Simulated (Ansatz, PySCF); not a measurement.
Species: SnCl, net charge 0, doublet state. 
Geometry from a B3LYP-D3(BJ)/def2-TZVP (Ansatz, a program for electronic structure) optimisation:
SMILES: [Cl][Sn]
```xyz
2

Sn     0.0000     0.0000    -0.6074
Cl     0.0000     0.0000     1.7863
```
Charge 0, spin multiplicity 2.

Total electronic energies in hartree. Correlated levels leave the core frozen unless marked. UHF or UKS for open shells. No spin-orbit coupling. Frozen are the shells of the preceding noble gas and the d and f shells that filled before the atom's block. In def2 rows, elements after Kr have scalar-relativistic effective core potentials. STO-3G rows are all-electron and non-relativistic. CBS marks a two-point X^-3 extrapolation of the correlation energy; Hartree-Fock from the larger set.

```csv
level,program,energy (Eh)
HF/STO-3G,Ansatz,-6417.89722
HF/def2-QZVPP,Ansatz,-672.92841
PBE/def2-TZVPD,Ansatz,-674.36019
PBE-D3(BJ)/def2-TZVPD,Ansatz + dftd3,-674.36158
PBE0/STO-3G,Ansatz,-6420.09357
BHLYP-D3(BJ)/def2-TZVPD,Ansatz + dftd3,-674.48440
r2SCAN0/def2-TZVPD,Ansatz,-674.56481
PW6B95-D4/def2-TZVPD,PySCF + dftd4,-675.03546
wB97M-V/def2-TZVPD,Ansatz,-674.47889
B2GP-PLYP/def2-TZVPD,Ansatz,-674.01927
B2PLYP-D4/def2-TZVPD,Ansatz + dftd4,-674.14244
B2PLYP/def2-TZVPD,Ansatz,-674.14136
MP2/def2-QZVPPD,Ansatz,-673.20091
SCS-MP2/def2-SVPD,Ansatz,-672.94745
"CCSD(T)/CBS(def2-TZVPPD,def2-QZVPPD)",Ansatz,-673.2558
```

Totals of different functionals don't rank their quality; only differences between species are comparable.
